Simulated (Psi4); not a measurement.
Input file for Psi4: SAPT0/jun-cc-pV(D+d)Z on C2H5NO (a complex), monomers drawn apart or pushed together.

```
memory 2025 MB

molecule dimer {
0 1
O    -0.12077657    0.16146854   -0.88120611
H     0.02235168    0.11252110    0.07554706
H    -1.04094350    0.42390226   -0.97768318
--
0 1
C     1.08683520   -0.23549103    6.26118854
C     0.71672015   -0.12079184    4.86088160
N     0.42672420   -0.03085333    3.75401038
H     1.49575354   -1.22653605    6.45872601
H     1.83900439    0.51310714    6.51069649
H     0.21206189   -0.08181076    6.89329107
units angstrom
symmetry c1
no_reorient
no_com
}

set {
  basis jun-cc-pV(D+d)Z
  scf_type df
  freeze_core true
}

energy('sapt0')
```

The log:

```
[...]
==> Input File <==

--------------------------------------------------------------------------
memory 2025 MB

molecule dimer {
0 1
O    -0.12077657    0.16146854   -0.88120611
H     0.02235168    0.11252110    0.07554706
H    -1.04094350    0.42390226   -0.97768318
--
0 1
C     1.08683520   -0.23549103    6.26118854
C     0.71672015   -0.12079184    4.86088160
N     0.42672420   -0.03085333    3.75401038
H     1.49575354   -1.22653605    6.45872601
H     1.83900439    0.51310714    6.51069649
H     0.21206189   -0.08181076    6.89329107
units angstrom
symmetry c1
no_reorient
no_com
}

set {
  basis jun-cc-pV(D+d)Z
  scf_type df
  freeze_core true
}

energy('sapt0')
--------------------------------------------------------------------------


   => Loading Basis Set <=

    Name: JUN-CC-PV(D+D)Z
    Role: ORBITAL
    Keyword: BASIS
    atoms 1        entry O          line   256 file jun-cc-pv_dpd_z.gbs
    atoms 2-3, 7-9 entry H          line    60 file jun-cc-pv_dpd_z.gbs
    atoms 4-5      entry C          line   188 file jun-cc-pv_dpd_z.gbs
    atoms 6        entry N          line   222 file jun-cc-pv_dpd_z.gbs

   => Loading Basis Set <=

    Name: JUN-CC-PV(D+D)Z
    Role: ORBITAL
    Keyword: BASIS
    atoms 1        entry O          line   256 file jun-cc-pv_dpd_z.gbs
    atoms 2-3, 7-9 entry H          line    60 file jun-cc-pv_dpd_z.gbs
    atoms 4-5      entry C          line   188 file jun-cc-pv_dpd_z.gbs
    atoms 6        entry N          line   222 file jun-cc-pv_dpd_z.gbs


  //>>>>>>>>>>>>>>>>>>>>>>>>>>>>>>>>>>>//
  //              Dimer HF             //
  //<<<<<<<<<<<<<<<<<<<<<<<<<<<<<<<<<<<//

   => Libint2 <=

    Primary   basis highest AM E, G, H:  7, 6, 3
    Auxiliary basis highest AM E, G, H:  7, 7, 4
    Onebody   basis highest AM E, G, H:  -, -, -
    Solid Harmonics ordering:            Gaussian


   => Loading Basis Set <=

    Name: JUN-CC-PV(D+D)Z
    Role: ORBITAL
    Keyword: BASIS
    atoms 1        entry O          line   256 file jun-cc-pv_dpd_z.gbs
    atoms 2-3, 7-9 entry H          line    60 file jun-cc-pv_dpd_z.gbs
    atoms 4-5      entry C          line   188 file jun-cc-pv_dpd_z.gbs
    atoms 6        entry N          line   222 file jun-cc-pv_dpd_z.gbs


         ---------------------------------------------------------
                                   SCF
               by Justin Turney, Rob Parrish, Andy Simmonett
                          and Daniel G. A. Smith
                              RHF Reference
                        1 Threads,   1931 MiB Core
         ---------------------------------------------------------

  ==> Geometry <==

    Molecular point group: c1
    Full point group: C1

    Geometry (in Angstrom), charge = 0, multiplicity = 1:

       Center              X                  Y                   Z               Mass
    ------------   -----------------  -----------------  -----------------  -----------------
         O           -0.120776570000     0.161468540000    -0.881206110000    15.994914619570
         H            0.022351680000     0.112521100000     0.075547060000     1.007825032230
         H           -1.040943500000     0.423902260000    -0.977683180000     1.007825032230
         C            1.086835200000    -0.235491030000     6.261188540000    12.000000000000
         C            0.716720150000    -0.120791840000     4.860881600000    12.000000000000
         N            0.426724200000    -0.030853330000     3.754010380000    14.003074004430
         H            1.495753540000    -1.226536050000     6.458726010000     1.007825032230
         H            1.839004390000     0.513107140000     6.510696490000     1.007825032230
         H            0.212061890000    -0.081810760000     6.893291070000     1.007825032230

  Running in c1 symmetry.

  Rotational constants: A =      3.30586  B =      0.01495  C =      0.01494 [cm^-1]
  Rotational constants: A =  99107.21970  B =    448.31481  C =    447.76738 [MHz]
  Nuclear repulsion =   88.000231344231310

  Charge       = 0
  Multiplicity = 1
  Electrons    = 32
  Nalpha       = 16
  Nbeta        = 16

  ==> Algorithm <==

  SCF Algorithm Type is DF.
  DIIS enabled.
  MOM disabled.
  Fractional occupation disabled.
  Guess Type is SAD.
  Energy threshold   = 1.00e-08
  Density threshold  = 1.00e-08
  Integral threshold = 1.00e-12

  ==> Primary Basis <==

  Basis Set: JUN-CC-PV(D+D)Z
    Blend: JUN-CC-PV(D+D)Z
    Number of shells: 47
    Number of basis functions: 97
    Number of Cartesian functions: 101
    Spherical Harmonics?: true
    Max angular momentum: 2

   => Loading Basis Set <=

    Name: (JUN-CC-PV(D+D)Z AUX)
    Role: JKFIT
    Keyword: DF_BASIS_SCF
    atoms 1        entry O          line   258 file jun-cc-pvdz-jkfit.gbs
    atoms 2-3, 7-9 entry H          line    70 file jun-cc-pvdz-jkfit.gbs
    atoms 4-5      entry C          line   146 file jun-cc-pvdz-jkfit.gbs
    atoms 6        entry N          line   202 file jun-cc-pvdz-jkfit.gbs

  ==>
[...]
 A
    DOCC [    11 ]
    NA   [    11 ]
    NB   [    11 ]

  @DF-RHF Final Energy:  -131.94144923073753

   => Energetics <=

    Nuclear Repulsion Energy =             58.7364412963299714
    One-Electron Energy =                -293.5903166027809448
    Two-Electron Energy =                 102.9124260757134266
    Total Energy =                       -131.9414492307375326

Computation Completed


Properties will be evaluated at   0.000000,   0.000000,   0.000000 [a0]

Properties computed using the SCF density matrix


 Multipole Moments:

 ------------------------------------------------------------------------------------
     Multipole            Electronic (a.u.)      Nuclear  (a.u.)        Total (a.u.)
 ------------------------------------------------------------------------------------

 L = 1.  Multiply by 2.5417464519 to convert [e a0] to [Debye]
 Dipole X            :        -32.3741301           32.7966151            0.4224851
 Dipole Y            :          5.8195981           -5.9505779           -0.1309798
 Dipole Z            :       -211.6949868          213.2994483            1.6044614
 Magnitude           :                                                    1.6643154

 ------------------------------------------------------------------------------------

  Constructing Basis Sets for SAPT...

   => Loading Basis Set <=

    Name: (JUN-CC-PV(D+D)Z AUX)
    Role: RIFIT
    Keyword: DF_BASIS_SAPT
    atoms 1        entry O          line   188 file jun-cc-pvdz-ri.gbs
    atoms 2-3, 7-9 entry H          line    30 file jun-cc-pvdz-ri.gbs
    atoms 4-5      entry C          line   100 file jun-cc-pvdz-ri.gbs
    atoms 6        entry N          line   144 file jun-cc-pvdz-ri.gbs

   => Loading Basis Set <=

    Name: (JUN-CC-PV(D+D)Z AUX)
    Role: JKFIT
    Keyword: DF_BASIS_ELST
    atoms 1        entry O          line   258 file jun-cc-pvdz-jkfit.gbs
    atoms 2-3, 7-9 entry H          line    70 file jun-cc-pvdz-jkfit.gbs
    atoms 4-5      entry C          line   146 file jun-cc-pvdz-jkfit.gbs
    atoms 6        entry N          line   202 file jun-cc-pvdz-jkfit.gbs


  //>>>>>>>>>>>>>>>>>>>>>>>>>>>>>>>>>>>//
  //               SAPT0               //
  //<<<<<<<<<<<<<<<<<<<<<<<<<<<<<<<<<<<//



        SAPT0
    Ed Hohenstein
     6 June 2009

      Orbital Information
  --------------------------
    NSO        =        97
    NMO        =        97
    NRI        =       330
    NRI (Elst) =       431
    NOCC A     =         5
    NOCC B     =        11
    FOCC A     =         1
    FOCC B     =         3
    NVIR A     =        92
    NVIR B     =        86

    Elst10,r            =    -0.002431706455 [Eh]
    Exch10              =     0.000020904943 [Eh]
    Exch10 (S^2)        =     0.000020904369 [Eh]

    Maxiter = 50
    CPHF R converge = 1.000000E-08

    Iter     Energy [mEh]          dE [mEh]         Residual      Time [s]
       1      -0.03867103       0.038671027     1.542425e-03             0
       2      -0.04629612       0.007625095     8.319579e-04             0
       3      -0.04993717       0.003641049     1.773706e-04             0
       4      -0.05004718       0.000110007     4.640748e-05             0
       5      -0.04991063      -0.000136548     6.161452e-06             0
       6      -0.04992820       0.000017567     1.157492e-06             0
       7      -0.04992695      -0.000001244     2.209687e-07             0
       8      -0.04992685      -0.000000103     5.490043e-08             0
       9      -0.04992691       0.000000061     8.473358e-09             0

    CHF Iterations converged

    Maxiter = 50
    CPHF R converge = 1.000000E-08

    Iter     Energy [mEh]          dE [mEh]         Residual      Time [s]
       1      -0.04298741       0.042987410     3.029984e-03             0
       2      -0.03970989      -0.003277517     6.788761e-04             0
       3      -0.04680307       0.007093179     1.123588e-04             0
       4      -0.04669551      -0.000107560     2.840847e-05             0
       5      -0.04664953      -0.000045980     6.401085e-06             0
       6      -0.04665150       0.000001971     1.716724e-06             0
       7      -0.04665413       0.000002624     5.209952e-07             0
       8      -0.04665359      -0.000000539     2.790297e-07             0
       9      -0.04665342      -0.000000163     9.604509e-08             0
      10      -0.04665354       0.000000116     2.543968e-08             0
      11      -0.04665354       0.000000002     7.643090e-09             0

    CHF Iterations converged

    Ind20,r (A<-B)      =    -0.000049926910 [Eh]
    Ind20,r (B<-A)      =    -0.000046653542 [Eh]
    Ind20,r             =    -0.000096580453 [Eh]
    Exch-Ind20,r (A<-B) =     0.000000284508 [Eh]
    Exch-Ind20,r (B<-A) =     0.000001610844 [Eh]
    Exch-Ind20,r        =     0.000001895351 [Eh]
    Disp20              =    -0.000147551424 [Eh]
    Disp20 (SS)         =    -0.000073775712 [Eh]
    Disp20 (OS)         =    -0.000073775712 [Eh]
    Exch-Disp20         =     0.000001508003 [Eh]
    Exch-Disp20 (SS)    =     0.000000939109 [Eh]
    Exch-Disp20 (OS)    =     0.000000568894 [Eh]

    SAPT Results
  --------------------------------------------------------------------------------------------------------
    Electrostatics                 -2.43170646 [mEh]      -1.52591884 [kcal/mol]      -6.38444442 [kJ/mol]
      Elst10,r                     -2.43170646 [mEh]      -1.52591884 [kcal/mol]      -6.38444442 [kJ/mol]

    Exchange                        0.02090494 [mEh]       0.01311805 [kcal/mol]       0.05488592 [kJ/mol]
      Exch10                        0.02090494 [mEh]       0.01311805 [kcal/mol]       0.05488592 [kJ/mol]
      Exch10(S^2)                   0.02090437 [mEh]       0.01311769 [kcal/mol]       0.05488441 [kJ/mol]

    Induction                      -0.09945773 [mEh]      -0.06241067 [kcal/mol]      -0.26112623 [kJ/mol]
      Ind20,r                      -0.09658045 [mEh]      -0.06060515 [kcal/mol]      -0.25357194 [kJ/mol]
      Exch-Ind20,r                  0.00189535 [mEh]       0.00118935 [kcal/mol]       0.00497624 [kJ/mol]
      delta HF,r (2)               -0.00477263 [mEh]      -0.00299487 [kcal/mol]      -0.01253053 [kJ/mol]

    Dispersion                     -0.14604342 [mEh]      -0.09164363 [kcal/mol]      -0.38343695 [kJ/mol]
      Disp20                       -0.14755142 [mEh]      -0.09258992 [kcal/mol]      -0.38739621 [kJ/mol]
      Exch-Disp20                   0.00150800 [mEh]       0.00094629 [kcal/mol]       0.00395926 [kJ/mol]
      Disp20 (SS)                  -0.07377571 [mEh]      -0.04629496 [kcal/mol]      -0.19369810 [kJ/mol]
      Disp20 (OS)                  -0.07377571 [mEh]      -0.04629496 [kcal/mol]      -0.19369810 [kJ/mol]
      Exch-Disp20 (SS)              0.00093911 [mEh]       0.00058930 [kcal/mol]       0.00246563 [kJ/mol]
      Exch-Disp20 (OS)              0.00056889 [mEh]       0.00035699 [kcal/mol]       0.00149363 [kJ/mol]

  Total HF                         -2.51025924 [mEh]      -1.57521145 [kcal/mol]      -6.59068473 [kJ/mol]
  Total SAPT0                      -2.65630266 [mEh]      -1.66685508 [kcal/mol]      -6.97412167 [kJ/mol]

  Special recipe for scaled SAPT0 (see Manual):
    Electrostatics sSAPT0          -2.43170646 [mEh]      -1.52591884 [kcal/mol]      -6.38444442 [kJ/mol]
    Exchange sSAPT0                 0.02090494 [mEh]       0.01311805 [kcal/mol]       0.05488592 [kJ/mol]
    Induction sSAPT0               -0.09945757 [mEh]      -0.06241057 [kcal/mol]      -0.26112582 [kJ/mol]
    Dispersion sSAPT0              -0.14604330 [mEh]      -0.09164355 [kcal/mol]      -0.38343662 [kJ/mol]
  Total sSAPT0                     -2.65630238 [mEh]      -1.66685491 [kcal/mol]      -6.97412093 [kJ/mol]
  --------------------------------------------------------------------------------------------------------



*** Psi4 exiting successfully. Buy a developer a beer!
```

The run finished.

Cost: about 6 core-seconds (a rough figure).
